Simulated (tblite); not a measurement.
Compound: C2H6NSi (doublet state).
Structure used (GFN2-xTB), in Å, numbered top down from 1:
```
atom  x, y, z in Å
N1     2.1171    0.4183    1.1622
C2     1.4955    0.1418    0.1493
C3     0.2705   -0.7206    0.0362
Si4   -1.2810    0.3892   -0.1200
H5     1.8009    0.5567   -0.8244
H6     0.1966   -1.3485    0.9236
H7     0.3675   -1.3642   -0.8378
H8    -2.4332   -0.5072   -0.2161
H9    -1.1571    1.1825   -1.3453
H10   -1.3679    1.2566    1.0498
```

Method: GFN2-xTB as coded in tblite; computed harmonic values from a numerical Hessian at the method's own geometry, unscaled. This tight-binding method is rough: wavenumbers can miss measured ones by several per cent, in bad cases by 10 to 20. Modes of hydrogen on silicon can be 10 to 20 % off. One conformer, not necessarily the lowest. Open shells enter through the occupations alone, without spin polarisation, and single modes of such species can be off by tens of per cent.

Harmonic wavenumbers (cm⁻¹): 83.0, 114.2, 236.8, 387.2, 508.8, 537.2, 686.5, 760.2, 777.7, 785.0, 802.7, 816.0, 976.4, 1055.7, 1159.5, 1192.3, 1446.0, 1804.8, 2262.9, 2277.3, 2316.7, 2755.0, 2984.5, 3001.4.

A = 16589, B = 3018, C = 2830 MHz; mass 72.027 u (most abundant isotopes); point group C1, symmetry number 1; spin multiplicity 2.

Zero-point energy?

Half the sum of the wavenumbers: 14864 cm⁻¹ = 42.50 kcal/mol.

Give the ideal-gas entropy at 273.15 K and 1 bar in the rigid-rotor, harmonic-oscillator model (classical rotation).

Translation 38.33, rotation 24.97, vibration 11.50, spin (R ln 2) 1.38: S = 76.2 cal/(mol K).

And Cp and H(273.15 K) − H(0)?

Cp = 21.65 cal/(mol K), of which vibrations give 13.70 (their classical limit is 24 R = 47.7); H(273.15 K) − H(0) = 3.92 kcal/mol without the zero-point energy, 1.75 from vibrations.

What must be added to the electronic energy to get the Gibbs energy at 273.15 K and 1 bar?

ZPE + [H(273.15 K) − H(0)] − T·S = 42.50 + 3.92 − 20.81 = 25.61 kcal/mol.

Blend soft modes into free rotors: weight 1/[1 + (100 cm⁻¹/ν̃)⁴] for the oscillator and the rest for a rotor with moment μB/(μ + B), μ = h/(8π²ν), B = 10⁻⁴⁴ kg m². What vibrational entropy results?

10.90 cal/(mol K) in place of 11.50, which changes −T·S at 273.15 K by +0.16 kcal/mol.

How do the functions run with temperature in this model?

| T (K) | S (cal/(mol K)) | Cp (cal/(mol K)) | H − H(0) (kcal/mol) | G − H(0) (kcal/mol) | ln q(vib) |
| --- | --- | --- | --- | --- | --- |
| 150 | 65.5 | 14.8 | 1.69 | -8.14 | 1.16 |
| 250 | 74.3 | 20.3 | 3.43 | -15.15 | 2.29 |
| 298.15 | 78.1 | 23.0 | 4.48 | -18.82 | 2.86 |
| 400 | 85.6 | 28.0 | 7.09 | -27.16 | 4.10 |
| 600 | 98.4 | 35.1 | 13.45 | -45.61 | 6.55 |
| 900 | 114.1 | 42.0 | 25.11 | -77.57 | 10.06 |

q(vib) and H(0) count from the zero-point level.

Which modes carry the vibrational entropy at 273.15 K?

83.0 cm⁻¹: 3.65; 114.2 cm⁻¹: 3.03; 236.8 cm⁻¹: 1.67; 387.2 cm⁻¹: 0.88; 508.8 cm⁻¹: 0.53; 537.2 cm⁻¹: 0.47 cal/(mol K); the other 18 give 1.26 together.

Hindered rotation and anharmonicity are outside this model. Other conformers, if any are populated, would add a mixing term that is left out. The structure is chiral; the term R ln 2 for an equal mix with its mirror image is left out.
